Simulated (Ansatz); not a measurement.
Computed with Ansatz on PBE0-D4/def2-TZVP structures; ΔE is electronic, products minus reactants. CCSD(T)/CBS adds triple-zeta CCSD(T) − MP2 to the extrapolated MP2 energy (def2 sets, frozen cores). This one scheme is used for every species. DFT in def2-TZVPP. For Br, Mg outer-core shells are correlated without core-valence functions, which leaves a few kJ/mol of doubt a bond. Scalar relativity is left out up to krypton. Each species was taken in one conformer, which may not be the lowest.

Reaction (ligand exchange at a Mg–Cl bond): `[OH][Mg][Cl]` + HBr → `[OH][Mg][Br]` + HCl

**Question.** Is it downhill or uphill in electronic energy at CCSD(T)/CBS, and by how much? (Estimate.)

**Answer.** The calculation gave: Downhill: ΔE = -9.2 kJ/mol.

**Question.** What do these levels give: revPBE-D4, PBE-QIDH, PBE, BHLYP, CCSD(T)/def2-TZVPP, HF/CBS(def2)? (An estimate is asked.)

**Answer.** Ansatz gave: revPBE-D4 -7.2, PBE-QIDH -11.5, PBE -7.8, BHLYP -9.7, CCSD(T)/def2-TZVPP -9.6, HF/CBS(def2) -12.2 kJ/mol.

Largest T1 diagnostic among the species: 0.009.

Leaving LDA and LC-ωPBE aside and taking each functional with its dispersion term where it has one, the values, not all of them listed here, spread over 7.3 kJ/mol, from PBE-QIDH to B97M-V. In def2-TZVPP, CCSD(T) changes the Hartree–Fock value by +3.8 kJ/mol (the triples alone add +0.2 kJ/mol) and MP2 by +3.3 kJ/mol. From BLYP to BHLYP (50 % exact exchange), in def2-TZVPP and without D4, ΔE moves by −4.7 kJ/mol.
